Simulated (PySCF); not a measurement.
# Exercise with solution: oscillator strength and radiative lifetime

H₄OSSiZn, SMILES [Zn]([SH])[O][SiH3].

Geometry optimised at PBE-D3(BJ)/def2-SVP. One conformer was computed; it need not be the lowest.

PySCF with TDDFT-LC-ωPBE/def2-SVPD puts the first singlet state with f over 0.02 at 5.66 eV (vertical), with the transition dipole (0.027, 0.518, -0.073) in atomic units.

Q: Find the oscillator strength, the wavelength and the radiative lifetime that this transition would have in vacuum if emission retraced absorption.

A: 
|μ|² = 0.2744 au, so |μ| = 1.33 D. ΔE = 5.66/27.211 = 0.2080 hartree. f = (2/3) ΔE |μ|² = 0.038 (the program prints 0.038).
λ = 1239.84/5.66 = 219 nm; ν = 45651 cm⁻¹.
Einstein's coefficient A = 0.6670 ν² f s⁻¹ (ν in cm⁻¹) = 5.3e7 s⁻¹, so τ = 1/A = 19 ns. This state is S1. The figure is the radiative limit of this one transition; relaxation, internal conversion, crossing to triplets and a medium change what is measured.
